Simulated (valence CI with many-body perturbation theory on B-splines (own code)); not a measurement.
**Energy levels of Ni XV**

Computed by configuration interaction combined with many-body perturbation theory (CI+MBPT): four valence electrons over a frozen Dirac-Fock core [Ne], a basis of 9 s, 9 p, 8 d, 6 f, 3 g, 1 h functions for each j, with the one-electron correlation potential Σ1, the two-electron term Σ2, the three-electron term Σ3, Breit, model QED; selected CI, second order for the rest, scaled by the run's own slope (own B-spline code, finite nucleus).

No measured spectrum was set against this ion. As an estimate, levels of excited configurations hold to 0.05 to 0.15 % of their energy, terms of the ground configuration to about 0.5 %.

Levels 1 to 36 of 36, with energies above the lowest level, 3s2 3p2 3P_0. "Leading %" is the weight of the configuration and term that name the level; weights of strongly mixed levels are sums over their largest components and can fall short, so below about 35 % the name and the second component can differ from the true leading terms, or belong to a minority configuration. In the jj column 3d3/2^4 stands for four electrons in 3d with j = 3/2. Lifetimes count E1, E2, E3, M1 and M2 decay at the calculated energies, and are blank where another channel may lead or the interval is too uncertain; long ones can be off by a factor of two.

```csv
No.,Configuration,Term,J,E (eV),Leading %,Leading jj,g,Lifetime
1,3s2 3p2,3P,0,0.000,92,3s^2 3p1/2^2 (84 %),,
2,3s2 3p2,3P,1,1.849,97,3s^2 3p1/2 3p3/2 (97 %),1.500,17.6 ms
3,3s2 3p2,3P,2,3.398,83,3s^2 3p1/2 3p3/2 (69 %),1.426,44.3 ms
4,3s2 3p2,1D,2,7.811,83,3s^2 3p3/2^2 (69 %),1.072,2.22 ms
5,3s2 3p2,1S,0,13.887,90,3s^2 3p3/2^2 (82 %),,375 μs
6,3s 3p3,5S°,2,31.550,97,3s 3p1/2 3p3/2^2 (52 %),1.991,31.2 ns
7,3s 3p3,3D°,1,41.583,82,3s 3p1/2^2 3p3/2 (40 %),0.556,422 ps
8,3s 3p3,3D°,2,41.621,80,3s 3p1/2 3p3/2^2 (57 %),1.196,481 ps
9,3s 3p3,3D°,3,42.252,88,3s 3p1/2 3p3/2^2 (88 %),1.333,568 ps
10,3s 3p3,3P°,0,47.636,89,3s 3p1/2 3p3/2^2 (89 %),,185 ps
11,3s 3p3,3P°,1,47.811,84,3s 3p1/2 3p3/2^2 (62 %),1.452,182 ps
12,3s 3p3,3P°,2,47.949,71,3s 3p3/2^3 (46 %),1.432,206 ps
13,3s 3p3,1D°,2,52.433,50,3s 3p1/2 3p3/2^2 (36 %),1.044,147 ps
14,3s 3p3,3S°,1,59.326,70,3s 3p1/2 3p3/2^2 (55 %),1.737,14.8 ps
15,3s2 3p 3d,3F°,2,61.138,95,3s^2 3p1/2 3d3/2 (75 %),0.673,852 ps
16,3s2 3p 3d,3F°,3,62.380,96,3s^2 3p1/2 3d5/2 (54 %),1.084,1.45 ns
17,3s 3p3,1P°,1,63.200,63,3s 3p3/2^3 (55 %),1.252,19.7 ps
18,3s2 3p 3d,3F°,4,64.288,97,3s^2 3p3/2 3d5/2 (97 %),1.249,
19,3s2 3p 3d,3P°,2,68.936,45,3s^2 3p1/2 3d5/2 (69 %),1.274,17.0 ps
20,3s2 3p 3d,3P°,1,70.187,44,3s^2 3p1/2 3d3/2 (64 %),1.008,14.9 ps
21,3s2 3p 3d,1D°,2,71.239,35,3s^2 3p3/2 3d5/2 (32 %),1.127,14.6 ps
22,3s2 3p 3d,3P°,0,71.649,88,3s^2 3p3/2 3d3/2 (88 %),,18.6 ps
23,3s2 3p 3d,3P°,1,72.269,43,3s^2 3p3/2 3d3/2 (77 %),0.998,14.8 ps
24,3s2 3p 3d,3D°,3,72.570,85,3s^2 3p3/2 3d5/2 (53 %),1.325,13.2 ps
25,3s2 3p 3d,3D°,2,72.721,58,3s^2 3p3/2 3d3/2 (43 %),1.259,14.3 ps
26,3s2 3p 3d,1F°,3,79.218,95,3s^2 3p3/2 3d3/2 (39 %),1.005,12.4 ps
27,3s2 3p 3d,1P°,1,81.248,84,3s^2 3p3/2 3d5/2 (63 %),0.992,15.5 ps
28,3p4,3P,2,86.204,52,3p1/2^2 3p3/2^2 (59 %),1.430,95.8 ps
29,3p4,3P,1,88.609,58,3p1/2 3p3/2^3 (58 %),1.496,92.3 ps
30,3p4,3P,0,88.996,56,3p1/2^2 3p3/2^2 (34 %),,87.0 ps
31,3p4,1D,2,90.227,56,3p1/2 3p3/2^3 (59 %),1.068,138 ps
32,3s 3p2 3d,5F,1,90.420,96,3s 3p1/2^2 3d3/2 (43 %),0.031,4.96 ns
33,3s 3p2 3d,5F,2,90.833,94,3s 3p1/2 3p3/2 3d3/2 (45 %),1.022,5.15 ns
34,3s 3p2 3d,5F,3,91.494,92,3s 3p1/2 3p3/2 3d3/2 (43 %),1.266,8.30 ns
35,3s 3p2 3d,5F,4,92.447,94,3s 3p1/2 3p3/2 3d5/2 (66 %),1.357,48.5 ns
36,3s 3p2 3d,5F,5,93.647,98,3s 3p3/2^2 3d5/2 (56 %),1.397,36.5 ns
```

Names give the largest LS component (configuration and term), which can be under half, so a name can repeat, a term be missing and a line seem to break the LS rules; names also repeat where a configuration has a term twice.

The ionisation energy to 3s2 3p 2P°_1/2 of the next ion comes out as 462.11 eV (NIST: 462.8 ± 1.1 eV (semi-empirical)). All 36 levels together are meant to be complete up to 93.833 eV.
